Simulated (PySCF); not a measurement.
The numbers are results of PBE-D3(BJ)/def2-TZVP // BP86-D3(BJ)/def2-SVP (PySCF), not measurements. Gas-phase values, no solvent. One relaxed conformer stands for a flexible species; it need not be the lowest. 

Reference species: [Zr(NH2)4] (neutral, multiplicity 1).

The charge on the central atom (Mulliken) comes out as 1.51 e and the LUMO is -0.85 eV. The HOMO–LUMO gap is 4.49 eV.

After one change: the charge on the central atom (Mulliken) drops by 0.51 e; the LUMO falls by 1.35 eV; the HOMO–LUMO gap drops by 0.62 eV.

**Question.** What was changed between the two runs? The new species is one of these.
(A) [Zr(NH2)2(H)2]
(B) [Zr(NH2)(H)3]
(C) [Zr(NH2)3(H)]
(D) [Zr(H)4]

**Answer.** A, [Zr(NH2)2(H)2]
